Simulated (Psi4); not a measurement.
Cl₄Te, singlet, geometry from GFN2-xTB (core potentials on Te), with bond 4-1 at 2.0 times its length; B3LYP/def2-SV(P) in Psi4.

Input for Psi4:
```
memory 2 GB

molecule {
0 1
  Te   -0.00534842    0.01223355    0.48327654
  Cl    1.16596908   -1.49075955   -0.82644836
  Cl    1.90421897    1.50336856    0.12041395
  Cl   -2.28779240    2.88054357   -2.33605958
  Cl   -1.90725777   -1.49641785    0.15416827
}

set basis def2-sv(p)
set scf_type direct

energy('b3lyp')
print_variables()
```

Task: What does Psi4 print? Leave out banner, timings and long lists.

Result: 
```
   => Loading Basis Set <=

    Name: DEF2-SV(P)
    Role: ORBITAL
    Keyword: BASIS

    !!!  WARNING: ECP capability is in beta. Please check occupations closely.  !!!

         ---------------------------------------------------------
                                   SCF
               by Justin Turney, Rob Parrish, Andy Simmonett
                          and Daniel G. A. Smith
                              RKS Reference
         ---------------------------------------------------------

  ==> Geometry <==

    Molecular point group: c1
    Full point group: C1

    Geometry (in Angstrom), charge = 0, multiplicity = 1:

       Center              X                  Y                   Z               Mass
    ------------   -----------------  -----------------  -----------------  -----------------
         TE           0.143030586702    -0.174700692449     0.624897816114   129.906222748000
         CL           1.314348086702    -1.677693792449    -0.684827083886    34.968852682000
         CL           2.052597976702     1.316434317551     0.262035226114    34.968852682000
         CL          -2.139413393298     2.693609327551    -2.194438303886    34.968852682000
         CL          -1.758878763298    -1.683352092449     0.295789546114    34.968852682000

  Running in c1 symmetry.

  Rotational constants: A =      0.03168  B =      0.02046  C =      0.01512 [cm^-1]
  Rotational constants: A =    949.87553  B =    613.28279  C =    453.36554 [MHz]
  Nuclear repulsion =  529.730794103974745

  Charge       = 0
  Multiplicity = 1
  Electrons    = 92
  Nalpha       = 46
  Nbeta        = 46

  ==> Algorithm <==

  SCF Algorithm Type is DIRECT.
  DIIS enabled.
  MOM disabled.
  Fractional occupation disabled.
  Guess Type is SAD.
  Energy threshold   = 1.00e-06
  Density threshold  = 1.00e-06
  Integral threshold = 1.00e-12

  ==> Primary Basis <==

  Basis Set: DEF2-SV(P)
    Blend: DEF2-SV(P)
    Number of shells: 42
    Number of basis functions: 98
    Number of Cartesian functions: 104
    Spherical Harmonics?: true
    Max angular momentum: 2

  Core potential: DEF2-SV(P)
    Number of shells: 4
    Number of ECP primitives: 18
    Number of ECP core electrons: 28
    Max angular momentum: 3

  ==> DFT Potential <==

   => LibXC <=

    Version 7.1.2
    S. Lehtola, C. Steigemann, M. J. T. Oliveira, and M. A. L. Marques,  SoftwareX 7, 1–5 (2018) (10.1016/j.softx.2017.11.002)

   => Composite Functional: B3LYP <=

    B3LYP Hyb-GGA Exchange-Correlation Functional

    P. J. Stephens, F. J. Devlin, C. F. Chabalowski, and M. J. Frisch,  J. Phys. Chem. 98, 11623 (1994) (10.1021/j100096a001)

    Deriv               =              1
    GGA                 =           TRUE
    Meta                =          FALSE

    Exchange Hybrid     =           TRUE
    MP2 Hybrid          =          FALSE

   => Exchange Functionals <=

    0.0800   Slater exchange
    0.7200         Becke 88

   => Exact (HF) Exchange <=

    0.2000               HF

   => Correlation Functionals <=

    0.1900   Vosko, Wilk & Nusair (VWN5_RPA)
    0.8100   Lee, Yang & Parr

   => LibXC Density Thresholds  <==

    XC_HYB_GGA_XC_B3LYP:  1.00E-15

   => Molecular Quadrature <=

    Radial Scheme          =       TREUTLER
    Pruning Scheme         =           NONE
    Nuclear Scheme         =       TREUTLER

    Blocking Scheme        =         OCTREE
    BS radius alpha        =              1
    Pruning alpha          =              1
    Radial Points          =             75
    Spherical Points       =            302
    Total Points           =         103741
    Total Blocks           =            867
    Max Points             =            254
    Max Functions          =             86
    Weights Tolerance      =       1.00E-15

   => Loading Basis Set <=

    Name: (DEF2-SV(P) AUX)
    Role: JKFIT
    Keyword: DF_BASIS_SCF

  Starting with a DF guess...

  ==> Integral Setup <==

[...]

   @DF-RKS iter SAD: -2106.13428669033510   -2.10613e+03   0.00000e+00
   @DF-RKS iter   1: -2108.09704295371057   -1.96276e+00   4.54542e-03 DIIS/ADIIS
   @DF-RKS iter   2: -2100.58276029258423    7.51428e+00   1.36879e-02 DIIS/ADIIS
   @DF-RKS iter   3: -2108.27163505157569   -7.68887e+00   2.50087e-03 DIIS/ADIIS
   @DF-RKS iter   4: -2108.25249933133318    1.91357e-02   2.26586e-03 DIIS/ADIIS
   @DF-RKS iter   5: -2108.25328931727836   -7.89986e-04   2.15079e-03 DIIS/ADIIS
   @DF-RKS iter   6: -2108.22268745292331    3.06019e-02   2.63132e-03 DIIS/ADIIS
   @DF-RKS iter   7: -2108.29193787392114   -6.92504e-02   1.08824e-03 DIIS/ADIIS
   @DF-RKS iter   8: -2108.30341160894113   -1.14737e-02   2.69313e-04 DIIS/ADIIS
   @DF-RKS iter   9: -2108.29947982888598    3.93178e-03   6.42101e-04 DIIS/ADIIS
   @DF-RKS iter  10: -2108.30276354729858   -3.28372e-03   3.31391e-04 DIIS/ADIIS
   @DF-RKS iter  11: -2108.30393976495452   -1.17622e-03   6.16460e-05 DIIS
   @DF-RKS iter  12: -2108.30391091193542    2.88530e-05   7.58690e-05 DIIS
   @DF-RKS iter  13: -2108.30397458505013   -6.36731e-05   8.40066e-06 DIIS
   @DF-RKS iter  14: -2108.30397524957516   -6.64525e-07   4.12561e-06 DIIS
   @DF-RKS iter  15: -2108.30397544206016   -1.92485e-07   2.02171e-06 DIIS
   @DF-RKS iter  16: -2108.30397549223335   -5.01732e-08   2.79665e-06 DIIS
   @DF-RKS iter  17: -2108.30397562306052   -1.30827e-07   3.79738e-07 DIIS

  DF guess converged.

  ==> DirectJK: Integral-Direct J/K Matrices <==

    J tasked:                  Yes
    K tasked:                  Yes
    wK tasked:                  No
    Integrals threads:           1
    Screening Type:           CSAM
    Screening Cutoff:        1E-12
    Incremental Fock:           No

   @RKS iter  18: -2108.30393794524934   -2.10830e+03   1.43102e-06 DIIS
   @RKS iter  19: -2108.30393794748124   -2.23190e-09   2.19722e-07 DIIS
  Energy and wave function converged.

  ==> Post-Iterations <==

   Electrons on quadrature grid:
      Ntotal   =   91.9999759617 ; deviation = -2.404e-05

    Orbital Energies [Eh]
    ---------------------

    Doubly Occupied:

[...]
      46A     -0.270373

    Virtual:

[...]
      98A     52.238490

    Final Occupation by Irrep:
              A
    DOCC [    46 ]
    NA   [    46 ]
    NB   [    46 ]

  @RKS Final Energy: -2108.30393794748124

   => Energetics <=

    Nuclear Repulsion Energy =            529.7307941039747448
    One-Electron Energy =               -4063.8361393572126872
    Two-Electron Energy =                1533.7250958926099429
    DFT Exchange-Correlation Energy =    -107.9236885868533307
    Empirical Dispersion Energy =           0.0000000000000000
    VV10 Nonlocal Energy =                  0.0000000000000000
    Total Energy =                      -2108.3039379474812449

Computation Completed

Properties will be evaluated at   0.000000,   0.000000,   0.000000 [a0]

Properties computed using the SCF density matrix

 Multipole Moments:

 ------------------------------------------------------------------------------------
     Multipole            Electronic (a.u.)      Nuclear  (a.u.)        Total (a.u.)
 ------------------------------------------------------------------------------------

 L = 1.  Multiply by 2.5417464519 to convert [e a0] to [Debye]
 Dipole X            :         11.4424134          -10.5827488            0.8596645
 Dipole Y            :        -14.0004895           12.9260013           -1.0744882
 Dipole Z            :         47.8144064          -46.2358212            1.5785853
 Magnitude           :                                                    2.0941537

 ------------------------------------------------------------------------------------

  Variable Map:
  ----------------------------------------------------------------------------
[...]
  Array Variable Map:
  ----------------------------------------------------------------------------
[...]
[...]
```
